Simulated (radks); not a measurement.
Values are calculated unless marked as measured or tabulated.
These are the eigenvalues of the occupied orbitals of an atom or ion with whole-number occupations (hartree). Code: a radial shooting solver on a logarithmic mesh with Libxc functionals. Model: scalar-relativistic Kohn-Sham, LDA (Slater exchange, VWN5 correlation), spin-polarised, spherical densities, finite nucleus; Fermi nuclear charge, rms radius of each element as measured or else 0.836 A^(1/3) + 0.57 fm.

1s up: -2374.859
1s down: -2374.853
2s up: -504.6875
2s down: -504.4778
2p up: -460.3896
2p down: -460.2220
3s up: -193.2866
3s down: -193.0591
3p up: -180.0002
3p down: -179.7679
3d up: -166.7215

Which element is it, and in what charge state? The configuration may be excited. Open shells, if any, are filled with parallel spins first.

Answer. Z = 70, ytterbium, charge +51: Yb51+ in [Ar] 3d1. The list shows which subshells hold electrons but not how many an open one holds; the 1s level, -2374.9 hartree, gives Z - s = 68.9 by -(Z - s)^2/2, which with screening and relativity narrows Z to a few neighbours, and the depths of the outer levels then fix element, charge and occupations together.
